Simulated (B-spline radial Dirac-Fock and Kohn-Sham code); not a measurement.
# 4p3/2 photoionisation of Ce²⁺ near threshold

System: the Ce²⁺ ion in the configuration [Xe] 4f2. The computed 4p3/2 threshold is 233.2 eV; without correlation, outer thresholds are uncertain by 1 to 2 eV. With an open shell the threshold is an average over the terms of the final ion.

Input file task.json (cfg lists n, l and occupation; rrms is the nuclear radius in fm):

```json
{"items": [{
  "Z": 58,
  "q": 2,
  "cfg": [[1, 0, 2], [2, 0, 2], [2, 1, 6], [3, 0, 2], [3, 1, 6], [3, 2, 10], [4, 0, 2], [4, 1, 6], [4, 2, 10], [4, 3, 2], [5, 0, 2], [5, 1, 6]],
  "A": 140,
  "rrms": 4.8771,
  "do": ["binding", "quiet", "photo", "scan"],
  "hv": [40.81, 81.8, 100, 150, 418.0, 686.0, 713.0, 905.0, 1253.6, 1486.9, 5640.0, 6000, 15000, 22162.9, 119000.0, 182000.0]
}]}
```

Command: `python xray_run.py task.json out`

Calculated with a radial finite-basis atomic code, using independent-particle photoionisation in a Dirac-Hartree-Slater potential with a Latter tail, all multipoles, thresholds from Dirac-Fock ΔSCF. Interchannel coupling and autoionising resonances are not included, so magnitudes near threshold are approximate.

```
kinetic energy (eV)  σ (Mb)      β
                1.5   0.352  -0.99
                1.9   0.352  -0.98
                2.3   0.352  -0.97
                2.9   0.351  -0.95
                3.7   0.351  -0.94
                4.6   0.350  -0.92
                5.7   0.349  -0.89
                7.2   0.348  -0.86
                9.0   0.347  -0.82
               11.2   0.345  -0.77
               14.0   0.343  -0.71
               17.5   0.341  -0.64
               21.9   0.338  -0.56
               27.4   0.334  -0.46
               34.2   0.330  -0.35
               42.8   0.326  -0.21
               53.5   0.320  -0.05
               66.9   0.312   0.12
               83.7   0.303   0.30
              104.7   0.291   0.48
              130.9   0.276   0.65
              163.6   0.258   0.82
              204.6   0.237   0.98
              255.8   0.212   1.13
              319.9   0.185   1.26
              400.0   0.157   1.37
```

The cross section shows no minimum in this range. It is largest at the lowest energy, 0.352 Mb. β ranges from -0.99 (at 1.5 eV) to 1.37.
